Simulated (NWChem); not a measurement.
The numbers come from NWChem runs, not from measurements. System: B2, charge 0, spin multiplicity 3, at a geometry optimised with UPBE0/def2-SVP. The structure started from a generated list of species. Its SCF solution wasn't tested for a lower state. Level: UHF/6-31G* (spherical d).

Output (cleaned and shortened):

```
             Northwest Computational Chemistry Package (NWChem) 7.3.0
             --------------------------------------------------------

                                NWChem Input Module
                                -------------------

 Scaling coordinates for geometry "geometry" by  1.889725989
 (inverse scale =  0.529177249)

 Turning off AUTOSYM since
 SYMMETRY directive was detected!

                             Geometry "geometry" -> ""
                             -------------------------

 Output coordinates in angstroms (scale by  1.889725989 to convert to a.u.)

  No.       Tag          Charge          X              Y              Z
 ---- ---------------- ---------- -------------- -------------- --------------
    1 B                    5.0000     0.00000000     0.00000000     0.81277200
    2 B                    5.0000     0.00000000     0.00000000    -0.81277200

 Effective nuclear repulsion energy (a.u.)       8.1384639388

            Nuclear Dipole moment (a.u.)
            ----------------------------
        X                 Y               Z
 ---------------- ---------------- ----------------
     0.0000000000     0.0000000000     0.0000000000

      Symmetry information
      --------------------

 Group name             D2h
 Group number             26
 Group order               8
 No. of unique centers     1

      Symmetry unique atoms

     1


 Summary of "ao basis" -> "" (spherical)
 ------------------------------------------------------------------------------
       Tag                 Description            Shells   Functions and Types
 ---------------- ------------------------------  ------  ---------------------
 *                           6-31g*                   on all atoms

 Summary of "ao basis" -> "ao basis" (spherical)
 ------------------------------------------------------------------------------
       Tag                 Description            Shells   Functions and Types
 ---------------- ------------------------------  ------  ---------------------
 B                           6-31g*                  6       14   3s2p1d

                                 NWChem SCF Module
                                 -----------------

  ao basis        = "ao basis"
  functions       =    28
  atoms           =     2
  alpha electrons =     6
  beta  electrons =     4
  charge          =   0.00
  wavefunction    = UHF
  use symmetry    = T
  symmetry adapt  = T

 Summary of "ao basis" -> "ao basis" (spherical)
 ------------------------------------------------------------------------------
       Tag                 Description            Shells   Functions and Types
 ---------------- ------------------------------  ------  ---------------------
 B                           6-31g*                  6       14   3s2p1d

      Symmetry analysis of basis
      --------------------------

        ag          7
        au          1
        b1g         1
        b1u         7
        b2g         3
        b2u         3
        b3g         3
        b3u         3

 Forming initial guess at       0.0s

   Symmetry analysis of molecular orbitals - initial alpha
   -------------------------------------------------------

  Numbering of irreducible representations:

     1 ag          2 au          3 b1g         4 b1u         5 b2g
     6 b2u         7 b3g         8 b3u

  Orbital symmetries:

     1 ag          2 b1u         3 ag          4 b1u         5 b3u
     6 b2u         7 ag          8 b2g         9 b3g        10 b1u
    11 ag         12 b2u        13 b3u        14 ag         15 b2g
    16 b3g

   Symmetry analysis of molecular orbitals - initial beta
   ------------------------------------------------------

  Numbering of irreducible representations:

     1 ag          2 au          3 b1g         4 b1u         5 b2g
     6 b2u         7 b3g         8 b3u

  Orbital symmetries:

     1 ag          2 b1u         3 ag          4 b1u         5 ag
     6 b3u         7 b2u         8 b2g         9 b3g        10 b1u
    11 ag         12 b2u        13 b3u        14 ag         15 b1u
    16 b3g

 Starting SCF solution at       0.0s

 ----------------------------------------------
         Quadratically convergent UHF
[...]
 Vector    5  Occ=1.000000D+00  E=-3.458406D-01  Symmetry=b2u
              MO Center=  7.1D-32,  2.1D-18, -4.9D-17, r^2= 2.0D+00
   Bfn.  Coefficient  Atom+Function         Bfn.  Coefficient  Atom+Function
  ----- ------------  ---------------      ----- ------------  ---------------
     4      0.372390  1 B  py                18      0.372390  2 B  py
     8      0.299474  1 B  py                22      0.299474  2 B  py

 Vector    6  Occ=1.000000D+00  E=-3.458406D-01  Symmetry=b3u
              MO Center=  7.9D-22, -1.9D-39,  1.2D-16, r^2= 2.0D+00
   Bfn.  Coefficient  Atom+Function         Bfn.  Coefficient  Atom+Function
  ----- ------------  ---------------      ----- ------------  ---------------
     3      0.372390  1 B  px                17      0.372390  2 B  px
     7      0.299474  1 B  px                21      0.299474  2 B  px

 Vector    7  Occ=0.000000D+00  E=-2.075115D-02  Symmetry=ag
              MO Center=  1.5D-35,  7.6D-20, -1.7D-16, r^2= 2.9D+00
   Bfn.  Coefficient  Atom+Function         Bfn.  Coefficient  Atom+Function
  ----- ------------  ---------------      ----- ------------  ---------------
     5      0.368737  1 B  pz                 6      0.370045  1 B  s
    19     -0.368737  2 B  pz                20      0.370045  2 B  s
     9      0.339056  1 B  pz                23     -0.339056  2 B  pz

 Vector    8  Occ=0.000000D+00  E= 1.077022D-01  Symmetry=b2g
              MO Center=  1.6D-19, -7.6D-18, -8.9D-18, r^2= 2.9D+00
   Bfn.  Coefficient  Atom+Function         Bfn.  Coefficient  Atom+Function
  ----- ------------  ---------------      ----- ------------  ---------------
     7      0.672106  1 B  px                21     -0.672106  2 B  px
     3      0.358969  1 B  px                17     -0.358969  2 B  px

 Vector    9  Occ=0.000000D+00  E= 1.077022D-01  Symmetry=b3g
              MO Center=  3.5D-18,  8.2D-20,  2.3D-16, r^2= 2.9D+00
   Bfn.  Coefficient  Atom+Function         Bfn.  Coefficient  Atom+Function
  ----- ------------  ---------------      ----- ------------  ---------------
     8      0.672106  1 B  py                22     -0.672106  2 B  py
     4      0.358969  1 B  py                18     -0.358969  2 B  py

                     UHF Final Beta Molecular Orbital Analysis
                     -----------------------------------------

 Vector    2  Occ=1.000000D+00  E=-7.682290D+00  Symmetry=b1u
              MO Center=  1.9D-20, -7.3D-19,  1.5D-17, r^2= 7.0D-01
   Bfn.  Coefficient  Atom+Function         Bfn.  Coefficient  Atom+Function
  ----- ------------  ---------------      ----- ------------  ---------------
     1      0.705197  1 B  s                 15     -0.705197  2 B  s

 Vector    3  Occ=1.000000D+00  E=-6.242570D-01  Symmetry=ag
              MO Center= -1.2D-18, -1.2D-18, -1.4D-17, r^2= 1.2D+00
   Bfn.  Coefficient  Atom+Function         Bfn.  Coefficient  Atom+Function
  ----- ------------  ---------------      ----- ------------  ---------------
     2      0.313890  1 B  s                 16      0.313890  2 B  s
     6      0.270282  1 B  s                 20      0.270282  2 B  s
     1     -0.163593  1 B  s                 15     -0.163593  2 B  s
     5     -0.156635  1 B  pz                19      0.156635  2 B  pz

 Vector    4  Occ=1.000000D+00  E=-3.272382D-01  Symmetry=b1u
              MO Center= -3.6D-18,  1.4D-16, -1.8D-16, r^2= 2.9D+00
   Bfn.  Coefficient  Atom+Function         Bfn.  Coefficient  Atom+Function
  ----- ------------  ---------------      ----- ------------  ---------------
     6      0.379442  1 B  s                 20     -0.379442  2 B  s
     2      0.260238  1 B  s                 16     -0.260238  2 B  s
     9      0.219784  1 B  pz                23      0.219784  2 B  pz

 Vector    5  Occ=0.000000D+00  E=-9.905531D-03  Symmetry=ag
              MO Center=  9.8D-34,  9.8D-34,  3.1D-17, r^2= 3.0D+00
   Bfn.  Coefficient  Atom+Function         Bfn.  Coefficient  Atom+Function
  ----- ------------  ---------------      ----- ------------  ---------------
     6      0.379620  1 B  s                 20      0.379620  2 B  s
     5      0.361513  1 B  pz                19     -0.361513  2 B  pz
     9      0.346186  1 B  pz                23     -0.346186  2 B  pz

 Vector    6  Occ=0.000000D+00  E= 5.039990D-02  Symmetry=b2u
              MO Center=  4.5D-36,  6.3D-19, -1.1D-17, r^2= 2.3D+00
   Bfn.  Coefficient  Atom+Function         Bfn.  Coefficient  Atom+Function
  ----- ------------  ---------------      ----- ------------  ---------------
     8      0.379061  1 B  py                22      0.379061  2 B  py
     4      0.280215  1 B  py                18      0.280215  2 B  py

 Vector    7  Occ=0.000000D+00  E= 5.039990D-02  Symmetry=b3u
              MO Center= -1.5D-19,  6.2D-35,  3.9D-17, r^2= 2.3D+00
   Bfn.  Coefficient  Atom+Function         Bfn.  Coefficient  Atom+Function
  ----- ------------  ---------------      ----- ------------  ---------------
     7      0.379061  1 B  px                21      0.379061  2 B  px
     3      0.280215  1 B  px                17      0.280215  2 B  px

 center of mass
 --------------
 x =   0.00000000 y =   0.00000000 z =   0.00000000

 moments of inertia (a.u.)
 ------------------
          51.942785492407           0.000000000000           0.000000000000
           0.000000000000          51.942785492407           0.000000000000
           0.000000000000           0.000000000000           0.000000000000

  Mulliken analysis of the total density
  --------------------------------------

    Atom       Charge   Shell Charges
 -----------   ------   -------------------------------------------------------
    1 B    5     5.00   2.00  0.73  0.71  0.87  0.67  0.02
    2 B    5     5.00   2.00  0.73  0.71  0.87  0.67  0.02

  Mulliken analysis of the alpha density
  --------------------------------------

    Atom       Charge   Shell Charges
 -----------   ------   -------------------------------------------------------
    1 B    5     3.00   1.00  0.36  0.60  0.49  0.54  0.01
    2 B    5     3.00   1.00  0.36  0.60  0.49  0.54  0.01

   Mulliken analysis of the beta density
   -------------------------------------

    Atom       Charge   Shell Charges
 -----------   ------   -------------------------------------------------------
    1 B    5     2.00   1.00  0.37  0.11  0.38  0.13  0.00
    2 B    5     2.00   1.00  0.37  0.11  0.38  0.13  0.00

   Mulliken analysis of the spin density
   -------------------------------------

    Atom       Charge   Shell Charges
 -----------   ------   -------------------------------------------------------
    1 B    5     1.00   0.00 -0.00  0.49  0.10  0.40  0.01
    2 B    5     1.00   0.00 -0.00  0.49  0.10  0.40  0.01

       Multipole analysis of the density wrt the origin
       ------------------------------------------------

     L   x y z        total         alpha         beta         nuclear
     -   - - -        -----         -----         ----         -------
     0   0 0 0     -0.000000     -6.000000     -4.000000     10.000000

     1   1 0 0      0.000000     -0.000000      0.000000      0.000000
     1   0 1 0     -0.000000     -0.000000     -0.000000      0.000000
     1   0 0 1     -0.000000      0.000000     -0.000000      0.000000

     2   2 0 0     -9.786998     -7.132539     -2.654459      0.000000
     2   1 1 0     -0.000000      0.000000     -0.000000      0.000000
     2   1 0 1     -0.000000     -0.000000     -0.000000      0.000000
     2   0 2 0     -9.786998     -7.132539     -2.654459      0.000000
     2   0 1 1     -0.000000     -0.000000     -0.000000      0.000000
     2   0 0 2     -9.085485    -18.610818    -14.065059     23.590391

 Task  times  cpu:        0.1s     wall:        0.1s

 Total times  cpu:        0.1s     wall:        0.1s
```

### Question
Write an NWChem input that would produce this output.

### Answer
Several could match; the one computed here: 
```
start mol
memory heap 200 mb stack 900 mb global 1100 mb
geometry units angstroms nocenter noautoz
  B      0.000000     0.000000     0.812772
  B      0.000000     0.000000    -0.812772
  symmetry group D2h
end
basis spherical
  * library 6-31g*
end
scf
  uhf
  nopen 2
  maxiter 100
  thresh 1e-7
  semidirect memsize 60000000 filesize 0
  # guess.movecs holds the orbitals of an unrestricted PBE0 run
  vectors input guess.movecs output mol.movecs
end
task scf energy
```
